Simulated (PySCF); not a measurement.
PySCF 2.14 output of an unrestricted r2SCANh calculation on a single atom or ion in x2c-TZVPPall with one added diffuse shell each of s, p, d, f type (12s8p8d4f1g, 113 functions), with scalar relativity by spin-free X2C-1e:

```
SCF conv_tol = 1e-09
number electrons alpha = 41  beta = 37
    M. Bursch, H. Neugebauer, S. Ehlert, and S. Grimme.,  J. Chem. Phys. 156, 134105 (2022)
cycle= 1 E= -18415.5867350889  delta_E= -0.0217  |g|= 0.188  |ddm|= 0.419
cycle= 2 E= -18415.5861372849  delta_E= 0.000598  |g|= 0.179  |ddm|= 0.16
cycle= 3 E= -18415.5888564144  delta_E= -0.00272  |g|= 0.0202  |ddm|= 0.0906
cycle= 4 E= -18415.5889458618  delta_E= -8.94e-05  |g|= 0.000778  |ddm|= 0.0197
cycle= 5 E= -18415.5889461816  delta_E= -3.2e-07  |g|= 0.00014  |ddm|= 0.00146
cycle= 6 E= -18415.5889461905  delta_E= -8.88e-09  |g|= 1.26e-05  |ddm|= 0.000319
cycle= 7 E= -18415.5889461906  delta_E= -1.16e-10  |g|= 2.19e-06  |ddm|= 3.39e-05
converged SCF energy = -18415.5889461906  <S^2> = 6.0032868  2S+1 = 5.0013145
```

The run itself started from symmetry-adapted Hartree-Fock orbitals and held the occupation by maximum overlap, on a logarithmic radial grid, so the iterations belong to that start.

Question: Which element, charge and spin multiplicity is this?

Answer: Pt (platinum, neutral), multiplicity 5; the state was [Xe] 4f14 5d8 6s1 6p1, one real determinant (an excited configuration).

⟨L²⟩ = 14.03 against 20 for a pure G term, so this real determinant mixes terms. Spin-orbit coupling, absent here, splits the open shell strongly.
